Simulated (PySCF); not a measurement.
SnF⁺ at TPSSh

Computed with TPSSh; Sn x2c-SVPall, F x2c-SVPall; spin-free X2C with a Gaussian nucleus (PySCF 2.14).

```
state                                                                                                             : ¹Σ⁺ (singlet), closed shell
bond length                                                                                                       : 1.908 Å
harmonic wavenumber                                                                                               : 693 cm⁻¹
force constant                                                                                                    : 4.64 mdyn/Å
rotational constant Be                                                                                            : 0.2824 cm⁻¹
anharmonicity ωexe                                                                                                : 2.56 cm⁻¹
vibration–rotation constant αe                                                                                    : 0.00147 cm⁻¹
well depth De to Sn⁺ + F                                                                                          : 117.7 kcal/mol
dissociation energy D0                                                                                            : 116.7 kcal/mol
HOMO–LUMO gap                                                                                                     : 5.88 eV
bond order (Mayer)                                                                                                : 1.13
dipole moment (positive dipole points towards F; it is taken about the centre of mass and depends on that origin) : -3.26 D
```

Spin–orbit coupling is left out, which matters for elements this heavy, above all for dissociation energies. For an ion De counts to the pair picked by the measured ionisation energies or electron affinities, which need not be the lowest pair at this level.
